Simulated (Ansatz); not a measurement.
The same redistribution along the group B, Al, In.

Calculated with Ansatz (gas phase, PBE0-D4/def2-TZVP geometries, no zero-point term in ΔE). CCSD(T)/CBS is the MP2 limit (def2-TZVPP, def2-QZVPP) plus CCSD(T) − MP2 in def2-TZVPP, frozen cores. This one scheme is used for every species. Functionals use def2-TZVPP. Elements past krypton have def2 core potentials. For In outer-core shells are correlated without core-valence functions, which leaves a few kJ/mol of doubt a bond. Each species was taken in one conformer, which may not be the lowest.

| reaction | PBE-D4 (eV) | CCSD(T)/CBS(def2) (eV) |
| --- | --- | --- |
| `SB(S)Cl` + `N[SiH2]S[SiH2]N` → `SBS` + `N[SiH2]S[SiH](N)Cl` | -0.38 | -0.42 |
| `[SH][Al]([SH])[Cl]` + `N[SiH2]S[SiH2]N` → `[SH][AlH][SH]` + `N[SiH2]S[SiH](N)Cl` | 0.48 | 0.54 |
| `[SH][In]([SH])[Cl]` + `N[SiH2]S[SiH2]N` → `[SH][InH][SH]` + `N[SiH2]S[SiH](N)Cl` | 0.00 | 0.06 |

Largest T1 diagnostic: 0.014, for `SBS`.
